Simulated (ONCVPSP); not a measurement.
# Pseudopotential generation for Co: ONCV, PBEsol, scalar-relativistic.

The input file (ONCVPSP 4.0.1):

```
# ATOM AND REFERENCE CONFIGURATION
# atsym  z   nc   nv     iexc    psfile
  Co 27.00    3    4  -116133      upf
#
#   n    l    f
    1    0    2.00
    2    0    2.00
    2    1    6.00
    3    0    2.00
    3    1    6.00
    3    2    7.00
    4    0    1.00
#
# PSEUDOPOTENTIAL AND OPTIMIZATION
# lmax
    2
#
#   l,   rc,      ep,       ncon, nbas, qcut
    0    1.30    0.00    4    8   11.50
    1    1.00    0.00    4    9   12.00
    2    1.45    0.00    4    9   11.00
#
# LOCAL POTENTIAL
# lloc, lpopt,  rc(5),   dvloc0
    4    2    0.70    4.00
#
# VANDERBILT-KLEINMAN-BYLANDER PROJECTORs
# l, nproj, debl
    0    2    2.40
    1    1    2.90
    2    1    0.70
#
# MODEL CORE CHARGE
# icmod, fcfact, rcfact
    3    3.25    1.45
#
# LOG DERIVATIVE ANALYSIS
# epsh1, epsh2, depsh
   -6.00    5.00    0.04
#
# OUTPUT GRID
# rlmax, drl
    6.00    0.01
#
# TEST CONFIGURATIONS
# ncnf
    4
# nvcnf
#   n    l    f
    4
    3    0    2.00
    3    1    6.00
    3    2    7.00
    4    0    2.00
#
    4
    3    0    2.00
    3    1    6.00
    3    2    7.00
    4    0    0.00
#
    4
    3    0    2.00
    3    1    6.00
    3    2    6.00
    4    0    0.00
#
    5
    3    0    2.00
    3    1    6.00
    3    2    7.00
    4    0    0.00
    4    1    1.00
#
```

Command:

```bash
oncvpsp.x < Co.dat > Co.out
```

Output (shortened: citation, most of the input echo, consistency checks and plot data are left out):

```
ONCVPSP  (Optimized Norm-Conservinng Vanderbilt PSeudopotential)
scalar-relativistic version 4.0.1

#   n    l    f        energy (Ha)
    1    0    2.00    -2.7909027E+02
    2    0    2.00    -3.3322725E+01
    2    1    6.00    -2.8596605E+01
    3    0    2.00    -4.0778358E+00
    3    1    6.00    -2.7323239E+00
    3    2    7.00    -6.2431928E-01
    4    0    1.00    -4.6887389E-01

Reference configufation results
  iterations    31
  all-electron total energy (Ha)   -1.39156955D+03

Begin loop to  construct optimized pseudo wave functions
and semi-local pseudopoentials for all angular momenta

Calculating optimized projector #   1

 for l=   0

    Fraction of norm inside rc  0.947675
    Optimizing pswf for qcut=  11.50 a_B^-1,  ecut=  66.07 Ha
    Residual kinetic energy error=  3.12D-08 Ha

    Energy error per electron        Cutoff
         Ha          eV             Ha
         0.01000     0.27211       28.06
         0.00100     0.02721       38.20
         0.00010     0.00272       46.22
         0.00001     0.00027       52.86

Calculating optimized projector #   2

 for l=   0

    Fraction of norm inside rc  0.051683
    Optimizing pswf for qcut=  11.50 a_B^-1,  ecut=  66.07 Ha
    Residual kinetic energy error=  2.64D-08 Ha

    Energy error per electron        Cutoff
         Ha          eV             Ha
         0.01000     0.27211       17.06
         0.00100     0.02721       33.31
         0.00010     0.00272       43.54
         0.00001     0.00027       51.62

Calculating optimized projector #   1

 for l=   1

    Fraction of norm inside rc  0.749483
    Optimizing pswf for qcut=  11.99 a_B^-1,  ecut=  71.89 Ha
    Residual kinetic energy error=  3.37D-06 Ha

    Energy error per electron        Cutoff
         Ha          eV             Ha
         0.01000     0.27211       28.14
         0.00100     0.02721       35.50
         0.00010     0.00272       41.99
         0.00001     0.00027       64.01

Calculating optimized projector #   1

 for l=   2

    Fraction of norm inside rc  0.801846
    Optimizing pswf for qcut=  11.01 a_B^-1,  ecut=  60.66 Ha
    Residual kinetic energy error=  2.69D-06 Ha

    Energy error per electron        Cutoff
         Ha          eV             Ha
         0.01000     0.27211       40.28
         0.00100     0.02721       47.55
         0.00010     0.00272       53.03
         0.00001     0.00027       58.03

Construct Vanderbilt / Kleinmman-Bylander projectors

B matrix Hermiticity error, ll=   0
   1   2    4.0633E-04

  Orthonormal projector coefficients  1.1709E+01  2.7752E+00

Model core correction analysis
  based on d2Exc/dn_idn_j

d2excae - all-electron derivatives

   -4.231030D-02   -3.937175D-02   -2.912052D-02   -2.495370D-03
   -3.937195D-02   -3.781045D-02   -2.877085D-02   -3.071289D-03
   -2.912092D-02   -2.877107D-02   -2.684490D-02   -9.269893D-03
   -2.494912D-03   -3.070293D-03   -9.264217D-03   -4.715102D-02

d2excps - pseudofunction derivatives with no core correction

   -4.832549D-02   -4.198883D-02   -3.048031D-02   -3.175118D-03
   -4.198976D-02   -4.000485D-02   -3.100555D-02   -3.357384D-03
   -3.048058D-02   -3.100573D-02   -2.841950D-02   -9.178355D-03
   -3.174946D-03   -3.356404D-03   -9.172677D-03   -4.720209D-02

rms 2nd derivative error    2.120910E-03

rmatch, rhocmatch    0.3991   46.2320

Teter function model core charge with specified parameters

d2excps - pseudofunction derivatives with core correction

   -3.976313D-02   -3.780768D-02   -2.909761D-02   -2.485685D-03
   -3.780770D-02   -3.697919D-02   -2.981340D-02   -3.029681D-03
   -2.909773D-02   -2.981351D-02   -2.790573D-02   -9.069346D-03
   -2.485209D-03   -3.028680D-03   -9.063666D-03   -4.714692D-02

rms 2nd derivative error    9.828649E-04

Pseudoatom total energy -142.966913

Diagnostic tests using Vanderbilt-Kleinman-Bylander pseudopotentials
  1 or more projectors used as specified by nproj input data

   l    rcore       rmatch      e in        delta e   norm test  slope test

   0   1.3044825   1.3440894  -4.0778358   0.0000059   1.0002006   1.0001869
   0   1.3044825   1.3440894  -0.4688739   0.0000069   1.0000449   1.0000360

   1   1.0025986   1.0330397  -2.7323239  -0.0000381   0.9999909   1.0000257

   2   1.4527869   1.4968967  -0.6243193  -0.0000030   0.9999974   1.0000084

 Testing for bound ghosts
   n   l    E NL Schr. Eq   E Basis Diag.   E Cutoff

   1   0       -4.077830       -4.077812    155.22
   2   0       -0.468867       -0.355819    155.22

   2   1       -2.732362       -2.731661    301.13

   3   2       -0.624322       -0.622682    163.35

 Testing for highly-localized positive-energy ghosts
       l    <radius>/rc     E Basis Diag.   E Cutoff

Test configuration 0

   n   l     f        eae           eps        diff
   1   0  2.0000 -279.09026526
   2   0  2.0000  -33.32272460
   2   1  6.0000  -28.59660549
   3   0  2.0000   -4.07783580   -4.07782987    5.93D-06
   3   1  6.0000   -2.73232393   -2.73236205   -3.81D-05
   3   2  7.0000   -0.62431928   -0.62432224   -2.96D-06
   4   0  1.0000   -0.46887389   -0.46886702    6.87D-06

    Total energies and differences
      AE_ref= -1.39156955D+03  AE_tst= -1.39156955D+03  dif=  0.00D+00
      PS_ref= -1.42966913D+02  PS_tst= -1.42966913D+02  dif= -1.34D-12
      PSP excitation error=  1.34D-12

Test configuration 1

   n   l     f        eae           eps        diff
   1   0  2.0000 -278.76397181
   2   0  2.0000  -33.00363803
   2   1  6.0000  -28.27691133
   3   0  2.0000   -3.75348965   -3.75326789    2.22D-04
   3   1  6.0000   -2.40746673   -2.40749029   -2.36D-05
   3   2  7.0000   -0.30244096   -0.30208991    3.51D-04
   4   0  2.0000   -0.20173199   -0.20180083   -6.88D-05

    Total energies and differences
      AE_ref= -1.39156955D+03  AE_tst= -1.39190198D+03  dif= -3.32D-01
      PS_ref= -1.42966913D+02  PS_tst= -1.43299417D+02  dif= -3.33D-01
      PSP excitation error=  7.33D-05

Test configuration 2

   n   l     f        eae           eps        diff
   1   0  2.0000 -279.46978424
   2   0  2.0000  -33.69111342
   2   1  6.0000  -28.96592460
   3   0  2.0000   -4.45274465   -4.45338156   -6.37D-04
   3   1  6.0000   -3.10755214   -3.10786414   -3.12D-04
   3   2  7.0000   -0.99352301   -0.99418232   -6.59D-04

    Total energies and differences
      AE_ref= -1.39156955D+03  AE_tst= -1.39095592D+03  dif=  6.14D-01
      PS_ref= -1.42966913D+02  PS_tst= -1.42353316D+02  dif=  6.14D-01
      PSP excitation error=  3.17D-05

Test configuration 3

   n   l     f        eae           eps        diff
   1   0  2.0000 -280.20169538
   2   0  2.0000  -34.44499710
   2   1  6.0000  -29.71778738
   3   0  2.0000   -5.16071009   -5.16408594   -3.38D-03
   3   1  6.0000   -3.80682645   -3.80941701   -2.59D-03
   3   2  6.0000   -1.65852407   -1.65686579    1.66D-03

    Total energies and differences
      AE_ref= -1.39156955D+03  AE_tst= -1.38963893D+03  dif=  1.93D+00
      PS_ref= -1.42966913D+02  PS_tst= -1.41036273D+02  dif=  1.93D+00
      PSP excitation error= -1.46D-05

Test configuration 4

   n   l     f        eae           eps        diff
   1   0  2.0000 -279.14774825
   2   0  2.0000  -33.37681311
   2   1  6.0000  -28.65082264
   3   0  2.0000   -4.13549872   -4.13509140    4.07D-04
   3   1  6.0000   -2.78999620   -2.78947276    5.23D-04
   3   2  7.0000   -0.67931620   -0.67894447    3.72D-04
   4   1  1.0000   -0.30269972   -0.30310358   -4.04D-04

    Total energies and differences
      AE_ref= -1.39156955D+03  AE_tst= -1.39137132D+03  dif=  1.98D-01
      PS_ref= -1.42966913D+02  PS_tst= -1.42769413D+02  dif=  1.97D-01
      PSP excitation error=  7.35D-04
```

The run took about 3.1 s on one core of a shared server CPU.
